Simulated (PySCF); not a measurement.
Exercise with solution: chemical shift, span and skew from a shielding tensor

C₄F₅, SMILES C(F)([C]=C(F)F)=C(F)F (connectivity only; charge and spin as stated), charge +1, multiplicity 1. Atoms are numbered in the order given.

```xyz
9

F      0.1645    -2.6301     1.0738
C      0.0524    -1.9500     0.0000
F      0.1645    -2.6301    -1.0738
C     -0.1015    -0.6292     0.0000
C     -0.5495     0.6179     0.0000
F     -1.8032     0.9985     0.0000
C      0.3823     1.7074     0.0000
F     -0.0024     2.8949     0.0000
F      1.6207     1.5361     0.0000
```
Charge +1, spin multiplicity 1.

Geometry optimised at PBE0-D3(BJ)/def2-SVP. The multiplicity is an assumed one; other spin states were not compared. The isomer is the one that the SMILES or the coordinates give; other isomers of the formula were not compared. The values are those of a single conformer.

GIAO shieldings from PBE0/pcSseg-1 run with PySCF, non-relativistic, no solvent. The symmetric part of the tensor of F8 has the principal values -110.6, 148.6, 328.5 ppm. The same nucleus in CFCl3 has σ = 167.2 ppm at this level (PySCF, at its B3LYP-D3(BJ)/def2-TZVP geometry).

Work out the isotropic shielding, the ¹⁹F shift against CFCl3, the span and the skew.


σ(iso) = (σ11 + σ22 + σ33)/3 = 122.2 ppm. δ = σ(ref) − σ(iso) = 167.2 − (122.2) = 45.0 ppm.
Span Ω = σ33 − σ11 = 439.1 ppm. Skew κ = 3(σ(iso) − σ22)/Ω = -0.18. Tumbling in solution averages the tensor to δ; in a static solid the shielding alone would spread this spin-1/2 line over Ω.
